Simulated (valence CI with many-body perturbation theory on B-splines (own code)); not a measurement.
Results of a calculation; reference values are marked as such.
## Nd⁵⁵⁺: magnetic and hyperfine properties of the levels

Method: valence CI with perturbative core correlation (CI+MBPT): three valence electrons over a frozen Dirac-Fock core [He], radial functions for each j: 11 s, 11 p, 10 d, 8 f, 5 g, 2 h, with the one-electron correlation potential Σ1 (screened to all orders), the two-electron term Σ2, the three-electron term Σ3, Breit, model QED; selected single and double excitations, second order for the rest, scaled by the run's own slope (own B-spline code, finite nucleus).

No measured spectrum was set against this ion. As an estimate, large intervals hold to a few tenths of a per cent, small ones and those within an open d or f shell to about a per cent.

A/g_I is the dipole constant over the nuclear g factor μ/I (μ in nuclear magnetons, uniformly magnetised nucleus), B/Q the quadrupole constant per barn. Both hold the static response of the core; the bare values leave it out. Large factors of s and p1/2 electrons are usually good to 5 to 10 %; those of open d and f shells near neutrality can be off by tens of per cent, and small factors of p3/2, d and f electrons come from cancelling terms and can be off by a factor of two or in sign, in half-filled shells by more. B is blank for J = 1/2, where it vanishes, and for nearly pure S terms. Energies count from the lowest level.

Levels are named by their leading jj configuration (3d3/2^4 stands for four electrons in 3d with j = 3/2), which in mixed levels can hold well under half, so a name can repeat and another be missing. Letters in brackets count levels of one name in rising energy.

```tsv
Level	E (eV)	g	A/g_I (MHz)	A/g_I bare	B/Q (MHz/b)	B/Q bare
(2s^2 2p1/2) J=1/2	0.0	0.634	3100000	3080000		
(2s 2p1/2^2) J=1/2	192.2	2.115	9400000	9290000		
(2s^2 2p3/2) J=3/2	570.2	1.310	435000	445000	838000	840000
(2s 2p1/2 2p3/2) J=3/2 [a]	704.3	1.643	2370000	2360000	661000	662000
(2s 2p1/2 2p3/2) J=5/2	739.3	1.334	2780000	2760000	639000	640000
(2s 2p1/2 2p3/2) J=1/2	795.0	1.242	-3310000	-3250000		
(2s 2p1/2 2p3/2) J=3/2 [b]	796.1	0.971	34000	54700	482000	482000
(2p1/2^2 2p3/2) J=3/2	999.2	1.339	396000	418000	791000	792000
(2s 2p3/2^2) J=5/2	1292.6	1.416	2280000	2260000	197000	197000
(2s 2p3/2^2) J=1/2	1376.4	1.902	9590000	9470000		
(2s 2p3/2^2) J=3/2	1377.3	1.183	-1390000	-1350000	-143000	-143000
(2p1/2 2p3/2^2) J=3/2	1532.6	1.439	-125000	-95300	75100	75200
(2p1/2 2p3/2^2) J=5/2	1553.7	1.175	952000	962000	-3020	-3030
(2p1/2 2p3/2^2) J=1/2	1597.2	0.634	3110000	3090000		
(2p3/2^3) J=3/2	2138.4	1.287	423000	442000	-865000	-867000
(2s^2 3s) J=1/2	6567.2	1.989	2820000	2800000		
(2s^2 3p1/2) J=1/2	6632.7	0.667	922000	917000		
(2s 2p1/2 3s) J=1/2 [a]	6696.3	2.369	5400000	5330000		
(2s 2p1/2 3s) J=3/2	6717.2	1.549	5050000	5000000	-94400	-94600
(2s 2p1/2 3s) J=1/2 [b]	6741.0	0.727	4900000	4850000		
(2s 2p1/2 3p1/2) J=1/2 [a]	6751.6	0.266	-582000	-564000		
(2s 2p1/2 3p1/2) J=3/2	6774.2	1.109	4500000	4450000	-101000	-101000
(2s^2 3p3/2) J=3/2	6802.9	1.332	237000	240000	235000	235000
(2s 2p1/2 3p1/2) J=1/2 [b]	6807.0	1.961	9630000	9520000		
(2s^2 3d3/2) J=3/2	6849.8	0.795	114000	114000	42700	43100
(2s^2 3d5/2) J=5/2	6896.0	1.193	72800	72400	66300	66900
(2p1/2^2 3s) J=1/2	6921.6	1.772	766000	759000		
(2s 2p1/2 3p3/2) J=3/2 [a]	6929.5	1.398	484000	483000	242000	242000
(2s 2p1/2 3p3/2) J=5/2	6955.2	1.329	2570000	2540000	134000	135000
(2s 2p1/2 3p3/2) J=3/2 [b]	6958.0	1.245	1430000	1420000	133000	133000
(2s 2p1/2 3d3/2) J=3/2 [a]	6966.2	0.562	-835000	-821000	54400	54900
(2s 2p1/2 3p3/2) J=1/2	6973.1	1.532	-2040000	-2010000		
(2p1/2^2 3p1/2) J=1/2	6979.1	0.595	-194000	-189000		
(2s 2p1/2 3d3/2) J=5/2	6990.6	1.023	2450000	2420000	-43100	-42900
(2s 2p1/2 3d3/2) J=3/2 [b]	7006.4	1.200	2480000	2450000	78600	78800
(2s 2p1/2 3d3/2) J=1/2	7016.4	0.474	-2970000	-2940000		
(2s 2p1/2 3d5/2) J=5/2 [a]	7023.6	1.320	723000	713000	52500	53100
(2s 2p1/2 3d5/2) J=7/2	7046.2	1.235	1840000	1820000	-60200	-59800
(2s 2p1/2 3d5/2) J=5/2 [b]	7057.0	1.062	204000	204000	136000	136000
(2s 2p1/2 3d5/2) J=3/2	7057.3	1.086	-2280000	-2260000	18500	18800
```

(1) Take the isotope of mass number 145, with I = 7/2, μ = -0.656 μN and Q = -0.314 b. What is the hyperfine structure of (2p1/2^2 2p3/2) J=3/2?

Results:

(1) From the table A = -74200 MHz, B = -248000 MHz. Shifts from the centre of gravity in MHz: F = 2: 368000, F = 3: 323000, F = 4: 96600, F = 5: -452000.
